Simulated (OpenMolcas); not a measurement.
## Levels of Os V by method

- Program: OpenMolcas 26.06
- Basis: ANO-RCC-VQZP [9s8p6d4f3g2h]
- Scalar Hamiltonian: DKH2, point nucleus
- Active space: 4 electrons in 10 orbitals (5d 6d)
- State averaging: 2S+1 = 5 even, 5 roots; 2S+1 = 3 even, 45 roots; 2S+1 = 1 even, 50 roots
- Spin-orbit coupling: state interaction with AMFI integrals over the reference wave functions, term energies averaged over their components

Methods on the same reference wave functions:
A. CASSCF
B. SS-CASPT2, IPEA 0.25 Eh, imaginary shift 0.1 Eh (closed shells correlated: 5s 5p)
C. MS-CASPT2, IPEA 0.25 Eh, imaginary shift 0.1 Eh (closed shells correlated: 5s 5p)

Energies in cm⁻¹ above 5d⁴ ⁵D₀, the measured ground level; measured values from the list in Palmeri et al., Atoms 14, 22 (2026).

```json
{"Level": "5d⁴ ⁵D₀ [63 %]", "A": "0.0", "B": "0.0", "C": "0.0", "Measured": "0.0"}
{"Level": "5d⁴ ⁵D₁", "A": "3636", "B": "4420", "C": "4390", "Measured": "4311"}
{"Level": "5d⁴ ⁵D₂", "A": "7193", "B": "8270", "C": "8210", "Measured": "8083"}
{"Level": "5d⁴ ⁵D₃", "A": "10275", "B": "11260", "C": "11190", "Measured": "11018"}
{"Level": "5d⁴ ⁵D₄ [68 %]", "A": "12743", "B": "13260", "C": "13200", "Measured": "12966"}
{"Level": "5d⁴ ³P₀(1) [51 %]", "A": "20263", "B": "18650", "C": "18570", "Measured": ""}
{"Level": "5d⁴ ³H₄ [57 %]", "A": "21825", "B": "20930", "C": "20860", "Measured": "20374"}
{"Level": "5d⁴ ³G₃ [61 %]", "A": "26446", "B": "24610", "C": "24580", "Measured": "23942"}
{"Level": "5d⁴ ³H₅", "A": "27040", "B": "26050", "C": "25970", "Measured": "25344"}
{"Level": "5d⁴ ³P₁(1)", "A": "27713", "B": "25250", "C": "25100", "Measured": "24680"}
{"Level": "5d⁴ ³F₂(1) [67 %]", "A": "27721", "B": "25110", "C": "25060", "Measured": ""}
{"Level": "5d⁴ ³H₆ [75 %]", "A": "29421", "B": "28430", "C": "28350", "Measured": "27669"}
{"Level": "5d⁴ ³G₅", "A": "39530", "B": "38020", "C": "37950", "Measured": "37016"}
{"Level": "5d⁴ ¹I₆ [75 %]", "A": "41737", "B": "40300", "C": "40220", "Measured": "39284"}
{"Level": "5d⁴ ³D₁", "A": "42530", "B": "39480", "C": "39450", "Measured": "38536"}
{"Level": "5d⁴ ¹S₀(1)", "A": "48972", "B": "45750", "C": "45480", "Measured": ""}
{"Level": "5d⁴ ¹F₃ [64 %]", "A": "52593", "B": "47950", "C": "47880", "Measured": "46549"}
{"Level": "5d⁴ ³P₂(2) [69 %]", "A": "57090", "B": "51560", "C": "51670", "Measured": ""}
{"Level": "5d⁴ ³F₄(2) [57 %]", "A": "59441", "B": "55150", "C": "55230", "Measured": ""}
{"Level": "5d⁴ ³F₂(2) [61 %]", "A": "61759", "B": "56990", "C": "56870", "Measured": ""}
{"Level": "5d⁴ ³F₃(2)", "A": "62539", "B": "57740", "C": "57660", "Measured": "55872"}
{"Level": "5d⁴ ³P₁(2)", "A": "63734", "B": "58020", "C": "57920", "Measured": "55988"}
{"Level": "5d⁴ ³P₀(2)", "A": "66874", "B": "61080", "C": "61120", "Measured": ""}
{"Level": "5d⁴ ¹G₄(2)", "A": "67419", "B": "61880", "C": "61790", "Measured": ""}
```

Deviations, from unrounded energies. A percentage is the sum of absolute deviations over the sum of measured energies, with the sign that they share, or ± where signs differ.

```
                        Against measurement  Levels      A     B     C
             mean absolute deviation (cm-1)      15   2800   820   750
      fine structure of the ground term (%)       4   -7.0  +2.3  +1.7
other terms of the ground configuration (%)      11  +10.1  +2.9  +2.7
```

C lies closest to measurement on these levels and A furthest from it. The largest miss of C in the table is 5d⁴ ³P₁(2), by +1900 cm-1. The ranking rests on the paired levels alone, and a cruder setting can come out closer through cancelling errors.

Between B and C the level of the table that moves most is 5d⁴ ¹S₀(1), by 260 cm-1 (lowest in C, highest in B). Moves below CASPT2's spread within the term are not significant.

The mean deviations of B to C differ by less than CASPT2's widest spread within a term (870 cm-1), so their order carries little weight.

From A to B the spin-free energies of the other terms of 5d⁴ shown, above ⁵D, scale by factors of 0.78 to 0.89, as is usual when dynamic correlation screens the repulsion within a d or f shell.

The lowest spin-free term lies below A's lowest term by 0.304 hartree in B, 0.304 hartree in C.

CASPT2 does not keep the components of a term degenerate, so their means are used; among the terms shown or strongly mixed into the levels shown the widest spread is 870 cm-1 (5d⁴ ¹F, C). Active for correlation alone: 6d; no level in the range computed is led by a configuration that fills it, so any true level of that kind is missing. The CASPT2 spread within a term exceeds the gap to the next term for 5d⁴ ¹I and 5d⁴ ³D, so the order of their levels is uncertain (figures for B; the like holds for C). Without dynamic correlation excited terms often stand tens of per cent too high (terms of higher spin than the ground term too low), and those without a measured partner can miss by more than the paired ones (holds for A). Computed and measured levels are paired by configuration, term and J; levels that our copy of the source lacks, or whose pairing is in doubt (as where it misses far off the trend of its configuration), stay unpaired and out of the deviations. Only configurations of the active space appear. Levels that lie high or do not pair safely by name in every column are left out.

A share in square brackets marks a mixed level and gives the weight of the term that names it, the lowest over the columns. A number in round brackets counts repeated terms of one configuration in the order of the reference energies.
